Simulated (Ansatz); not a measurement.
A nudged elastic band was laid between two geometries of F2H2Si + FH (7 atoms, charge 0, multiplicity 1).

Theory: RKS BLYP-D4/def2-SVP (Ansatz).

```json
{
  "movable images": "9",
  "climbing image": "yes",
  "spring": "5.0 eV/Å²",
  "optimiser": "quadratic models (default)",
  "start path": "through a guess of the saddle point",
  "force threshold": "0.05 eV/Å",
  "iteration limit": "60",
  "end points": "relaxed"
}
```

Initial state:

```xyz
7
Properties=species:S:1:pos:R:3
Si 0.284 0.135 0.051
H 0.732 0.361 1.447
F 1.594 -0.235 -0.845
H -0.438 1.241 -0.627
F -0.662 -1.226 0.007
F -2.176 0.225 1.475
H -2.039 -0.607 1.046
```

Final state:

```xyz
7
Properties=species:S:1:pos:R:3
Si -0.372 -0.298 -0.638
H -0.232 1.068 3.069
F 1.154 -0.741 -0.345
H -0.468 1.155 -0.870
F -0.898 -1.122 -1.926
F -1.275 -0.739 0.634
H -0.612 0.570 2.628
```

What changes between the two ends?

Bonds broken: Si1–H2, F6–H7. Bonds formed: Si1–F6, H2–H7. F2H2Si + FH becomes F3HSi + H2.

What energy profile does the band end with?

The run converged. The highest image is number 4 of 0 to 10, 108.7 kJ/mol above the first end and 221.1 kJ/mol above the last; the last end lies 112.4 kJ/mol below the first. Neighbouring images differ by up to 1.3 eV, so the band resolves the path poorly. A vibrational analysis at the climbing image gives one clearly imaginary mode, 948i cm⁻¹: a first-order saddle point. The orbitals stay closed-shell, which can raise the energy where a bond breaks towards radicals; this wasn't checked here.

| image | path coordinate (Å) | energy (kJ/mol) | Si1–H2 (Å) | F6–H7 (Å) | Si1–F6 (Å) |
| --- | --- | --- | --- | --- | --- |
| 0 | 0.00 | 0.0 | 1.48 | 0.95 | 2.84 |
| 1 | 0.70 | 9.5 | 1.49 | 0.94 | 2.79 |
| 2 | 1.41 | 17.3 | 1.49 | 0.94 | 2.76 |
| 3 | 2.11 | 35.0 | 1.52 | 0.96 | 2.46 |
| 4 | 2.81 | 108.7 | 1.70 | 1.20 | 1.93 |
| 5 | 3.64 | -20.1 | 2.27 | 1.79 | 1.66 |
| 6 | 4.46 | -96.4 | 2.90 | 2.17 | 1.62 |
| 7 | 5.29 | -111.6 | 3.58 | 2.66 | 1.62 |
| 8 | 6.11 | -112.7 | 4.05 | 2.47 | 1.62 |
| 9 | 6.94 | -112.5 | 4.16 | 2.45 | 1.62 |
| 10 | 7.77 | -112.4 | 3.95 | 2.48 | 1.62 |

What is the geometry of the highest image?


```xyz
7
Properties=species:S:1:pos:R:3
Si -0.242 0.000 -0.044
H 0.170 -0.009 1.606
F 1.380 -0.030 -0.300
H -0.650 1.178 -0.837
F -0.694 -1.474 -0.557
F -1.839 0.161 1.020
H -0.828 0.068 1.667
```

The band took 21 iterations and about 2.2 core-minutes.

The run took 2.2 min on 1 thread of AMD EPYC 9R45 96-Core Processor (Zen 5) (shared host), peak memory 0.17 GiB.
